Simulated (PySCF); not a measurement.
# Energy of W+ (tungsten, charge +1) between two integer charges

The 6s alpha orbital of [Xe] 4f14 5d4 6s1 is emptied in steps (occupation f), with all orbitals relaxed, ending at [Xe] 4f14 5d4. All numbers are calculated (PySCF 2.14, a scalar-relativistic core potential, in aug-cc-pVDZ-PP with ECP60MDF (5s5p4d2f, 54 functions)). The exact energy is a straight line in f; departures are measured from the line between the end points of the same method.

```json
{"f": "1", "UHF (eV)": "0.000"}
{"f": "0.8", "UHF (eV)": "0.042"}
{"f": "0.6", "UHF (eV)": "0.062"}
{"f": "0.4", "UHF (eV)": "0.061"}
{"f": "0.2", "UHF (eV)": "0.040"}
{"f": "0", "UHF (eV)": "0.000"}
```

```csv
method,E(f=0) − E(f=1) (eV),−ε at f=1 (eV),−ε at f=0.4 (eV)
UHF,14.979,15.251,14.922
```

Orbital energy along the path (eV):

| f | UHF |
| --- | --- |
| 1 | -15.251 |
| 0.8 | -15.134 |
| 0.6 | -15.025 |
| 0.4 | -14.922 |
| 0.2 | -14.826 |
| 0 | -14.735 |

Reference removal energy between the ground levels: 16.37 ± 0.15 eV (semi-empirical (NIST evaluation); NIST Atomic Spectra Database, ionization energies). The calculation has no spin-orbit coupling. UHF lacks correlation.
